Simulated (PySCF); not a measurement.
## A survey of ²⁹Si NMR shifts

One computed conformer, non-relativistic, isolated molecule, one averaged value for each set of equivalent atoms. Shieldings: GIAO PBE0/pcSseg-1; geometry: GFN2-xTB; PySCF 2.14.0 with density-fitted response routines.

Shieldings were converted by a linear fit to measured shifts: ²⁹Si (scatter 8.9 ppm rms, 25.8 ppm with the 6 outliers that the fit left out vs TMS, solution or neat liquid). A few per cent of atoms miss by over 2 rms, more outside the fitted compound classes.

(1) Give the ²⁹Si shifts of `C[Si@H](O[SiH3])N1CCCC1`, `C[Si@H](O[SiH3])N1CCCC1`, `O[SiH2]O[SiH3]`, `C[SiH2]/N=C(/C)C#N`, `CN(C)[Si@@]1(C)CC[SiH2]O1`, `N#C[C@]1(C[SiH3])[C@@H]2C[C@@H]21`, `CC/C=C/C[Si@H](O)N[SiH3]`.

(2) Order these by ²⁹Si shift, lowest first.
A. CN([SiH3])/C=C/C#N
B. Cc1cc(Cl)ccc1C[SiH3]
C. C=C[Si@H]1C[C@@H](C#N)C1

Results:

(1) 
| compound | environment | δ (ppm) |
| --- | --- | --- |
| [CH3:1][Si@H:2]([O:3][SiH3:4])[N:5]1[CH2:6][CH2:7][CH2:8][CH2:9]1 | Si2: silicon bonded to C, N, O, H | -27.0 |
| [CH3:1][Si@H:2]([O:3][SiH3:4])[N:5]1[CH2:6][CH2:7][CH2:8][CH2:9]1 | Si4: silicon bonded to O, 3 H | -45.8 |
| [CH3:1][Si@H:2]([O:3][SiH3:4])[N:5]1[CH2:6][CH2:7][CH2:8][CH2:9]1 | Si2: silicon bonded to C, N, O, H | -27.1 |
| [CH3:1][Si@H:2]([O:3][SiH3:4])[N:5]1[CH2:6][CH2:7][CH2:8][CH2:9]1 | Si4: silicon bonded to O, 3 H | -45.8 |
| [OH:1][SiH2:2][O:3][SiH3:4] | Si2: silicon bonded to 2 O, 2 H | -36.1 |
| [OH:1][SiH2:2][O:3][SiH3:4] | Si4: silicon bonded to O, 3 H | -43.9 |
| C[SiH2]/N=C(/C)C#N | silicon bonded to C, N, 2 H | -37.9 |
| [CH3:1][N:2]([CH3:3])[Si@@:4]1([CH3:5])[CH2:6][CH2:7][SiH2:8][O:9]1 | Si4: silicon bonded to 2 C, N, O, in a 5-membered ring | 1.5 |
| [CH3:1][N:2]([CH3:3])[Si@@:4]1([CH3:5])[CH2:6][CH2:7][SiH2:8][O:9]1 | Si8: silicon bonded to C, O, 2 H, in a 5-membered ring | -17.8 |
| N#C[C@]1(C[SiH3])[C@@H]2C[C@@H]21 | silicon bonded to C, 3 H | -67.6 |
| [CH3:1][CH2:2]/[CH:3]=[CH:4]/[CH2:5][Si@H:6]([OH:7])[NH:8][SiH3:9] | Si6: silicon bonded to C, N, O, H | -21.3 |
| [CH3:1][CH2:2]/[CH:3]=[CH:4]/[CH2:5][Si@H:6]([OH:7])[NH:8][SiH3:9] | Si9: silicon bonded to N, 3 H | -58.9 |

(2) B (-64.1 ppm, silicon bonded to C, 3 H), A (-38.4 ppm, silicon bonded to N, 3 H), C (-23.0 ppm, silicon bonded to 3 C, H, in a 4-membered ring).
